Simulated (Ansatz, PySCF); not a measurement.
Gas-phase reaction in SMILES: [F][Sn]([F])[F] -> [F][Sn][F] + F atom (the F-Sn bond at the site shown breaks; other sites are not compared here)
Structures are relaxed separately at B3LYP-D3(BJ)/def2-TZVP in Ansatz (a program for electronic structure).
Geometry of the first species:
```xyz
4

Sn    -0.1353    -0.2000    -0.1024
F     -1.1552     1.4321    -0.0264
F      0.4520    -0.5390     1.7003
F      1.4550     0.2183    -1.1051
```
Charge 0, spin multiplicity 2.

Wanted: bond dissociation energy (0 K, with B3LYP-D3(BJ) harmonic zero-point energies from PySCF), in kcal/mol. Correlated levels leave the core frozen unless marked. Open shells are spin-unrestricted. Spin-orbit coupling is left out. The frozen core is the preceding noble-gas configuration, with the filled d and f shells of earlier blocks. Past Kr the def2 sets carry scalar-relativistic core potentials. STO-3G rows are all-electron and non-relativistic. CBS(X,Y): correlation extrapolated as X^-3; Hartree-Fock from the larger set. The bracket is a focal-point correction in the basis named.

```
level                           program  bond dissociation energy (kcal/mol)
-----------------------  --------------  -----------------------------------
PBE/def2-TZVPD                   Ansatz                                 64.2
BLYP-D4/def2-TZVPD       Ansatz + dftd4                                 60.1
revPBE-D4/def2-TZVPD     Ansatz + dftd4                                 60.8
B3LYP-D3(BJ)/def2-TZVPD  Ansatz + dftd3                                 56.8
BHLYP-D3(BJ)/def2-TZVPD  Ansatz + dftd3                                 50.7
B2PLYP/def2-TZVPD                Ansatz                                 59.9
MP2/STO-3G                       Ansatz                                 32.2
```

Problem. Estimate the value at RI-MP2/CBS(def2-TZVPP,def2-QZVPP)+[CCSD(T)-MP2]/def2-TZVPP as computed with Ansatz.

Solution. 65.3 kcal/mol
